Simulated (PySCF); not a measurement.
C5H5F, SMILES C=C=CC(=C)F.

The structure is a stationary point at PBE-D3(BJ)/def2-SVP. This is a generated structure with no PubChem entry under its InChIKey; it may be hypothetical. Other conformers were not sampled.

All values below come from PBE-D3(BJ)/def2-SVP (PySCF).

Harmonic, unscaled wavenumbers; measured fundamentals usually lie a few per cent lower.

Computed normal modes with their intensities:
```json
[
 {"mode": "1", "ν (cm⁻¹)": "105", "IR (km/mol)": "0.6", "moving atoms (share of kinetic energy)": "C 65 %, H 28 %"},
 {"mode": "2", "ν (cm⁻¹)": "134", "IR (km/mol)": "0.8", "moving atoms (share of kinetic energy)": "C 53 %, F 31 %, H 16 %"},
 {"mode": "3", "ν (cm⁻¹)": "326", "IR (km/mol)": "6.4", "moving atoms (share of kinetic energy)": "C 52 %, H 48 %"},
 {"mode": "4", "ν (cm⁻¹)": "359", "IR (km/mol)": "2.3", "moving atoms (share of kinetic energy)": "C 63 %, H 20 %, F 18 %"},
 {"mode": "5", "ν (cm⁻¹)": "416", "IR (km/mol)": "2.2", "moving atoms (share of kinetic energy)": "C 50 %, F 28 %, H 22 %"},
 {"mode": "6", "ν (cm⁻¹)": "420", "IR (km/mol)": "0.9", "moving atoms (share of kinetic energy)": "H 57 %, C 39 %"},
 {"mode": "7", "ν (cm⁻¹)": "628", "IR (km/mol)": "11.0", "moving atoms (share of kinetic energy)": "C 78 %, H 13 %, F 8 %"},
 {"mode": "8", "ν (cm⁻¹)": "677", "IR (km/mol)": "0.9", "moving atoms (share of kinetic energy)": "C 58 %, H 42 %"},
 {"mode": "9", "ν (cm⁻¹)": "697", "IR (km/mol)": "0.0", "moving atoms (share of kinetic energy)": "H 82 %, C 13 %"},
 {"mode": "10", "ν (cm⁻¹)": "799", "IR (km/mol)": "46.6", "moving atoms (share of kinetic energy)": "H 67 %, C 33 %"},
 {"mode": "11", "ν (cm⁻¹)": "825", "IR (km/mol)": "41.6", "moving atoms (share of kinetic energy)": "H 73 %, C 26 %"},
 {"mode": "12", "ν (cm⁻¹)": "858", "IR (km/mol)": "21.6", "moving atoms (share of kinetic energy)": "H 85 %, C 15 %"},
 {"mode": "13", "ν (cm⁻¹)": "860", "IR (km/mol)": "17.4", "moving atoms (share of kinetic energy)": "C 59 %, H 24 %, F 17 %"},
 {"mode": "14", "ν (cm⁻¹)": "923", "IR (km/mol)": "25.1", "moving atoms (share of kinetic energy)": "H 45 %, C 27 %, F 27 %"},
 {"mode": "15", "ν (cm⁻¹)": "942", "IR (km/mol)": "0.3", "moving atoms (share of kinetic energy)": "H 62 %, C 38 %"},
 {"mode": "16", "ν (cm⁻¹)": "1074", "IR (km/mol)": "4.7", "moving atoms (share of kinetic energy)": "H 61 %, C 39 %"},
 {"mode": "17", "ν (cm⁻¹)": "1249", "IR (km/mol)": "8.8", "moving atoms (share of kinetic energy)": "H 65 %, C 34 %"},
 {"mode": "18", "ν (cm⁻¹)": "1320", "IR (km/mol)": "58.0", "moving atoms (share of kinetic energy)": "C 63 %, H 29 %, F 8 %"},
 {"mode": "19", "ν (cm⁻¹)": "1341", "IR (km/mol)": "0.4", "moving atoms (share of kinetic energy)": "H 86 %, C 14 %"},
 {"mode": "20", "ν (cm⁻¹)": "1416", "IR (km/mol)": "21.8", "moving atoms (share of kinetic energy)": "C 59 %, H 41 %"},
 {"mode": "21", "ν (cm⁻¹)": "1664", "IR (km/mol)": "74.0", "moving atoms (share of kinetic energy)": "C 92 %"},
 {"mode": "22", "ν (cm⁻¹)": "2011", "IR (km/mol)": "58.7", "moving atoms (share of kinetic energy)": "C 98 %"},
 {"mode": "23", "ν (cm⁻¹)": "3048", "IR (km/mol)": "1.9", "moving atoms (share of kinetic energy)": "H 95 %"},
 {"mode": "24", "ν (cm⁻¹)": "3086", "IR (km/mol)": "0.1", "moving atoms (share of kinetic energy)": "H 92 %, C 8 %"},
 {"mode": "25", "ν (cm⁻¹)": "3114", "IR (km/mol)": "2.2", "moving atoms (share of kinetic energy)": "H 95 %"},
 {"mode": "26", "ν (cm⁻¹)": "3130", "IR (km/mol)": "0.0", "moving atoms (share of kinetic energy)": "H 89 %, C 11 %"},
 {"mode": "27", "ν (cm⁻¹)": "3223", "IR (km/mol)": "0.4", "moving atoms (share of kinetic energy)": "H 89 %, C 11 %"}
]
```
